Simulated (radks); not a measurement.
Coulomb parameter of the 3d shell of the copper ion Cu2+ in the model configuration [Ar] 3d7.5 4s1.5, as a second difference U = [E(n + 0.5) + E(n - 0.5) - 2 E(n)] / (0.5)^2 with all orbitals relaxed. "Bare": the charge of the atom changes with n. "Screened": the 4s shell takes up the change at fixed total charge, which measures U(3d,3d) + U(4s,4s) - 2 U(3d,4s). All-electron calculation, scalar-relativistic Kohn-Sham, r2SCAN, spin-unpolarised, spherical densities, finite nucleus; meta-GGA in the generalised Kohn-Sham scheme; Fermi nuclear charge, rms radius 3.8823 fm. Program: a radial shooting solver on a logarithmic mesh with Libxc functionals.

| case | configuration | E - E(n) (eV) |
|---|---|---|
| start | [Ar] 3d7.5 4s1.5 | 0.000 |
| bare +0.5 | [Ar] 3d8 4s1.5 | -17.903 |
| bare -0.5 | [Ar] 3d7 4s1.5 | 22.881 |
| screened +0.5 | [Ar] 3d8 4s1 | -6.777 |
| screened -0.5 | [Ar] 3d7 4s2 | 8.040 |

U(bare) = 19.910 eV, U(screened by 4s) = 5.051 eV, against the Slater integral F0(3d,3d) = 29.792 eV with frozen orbitals.
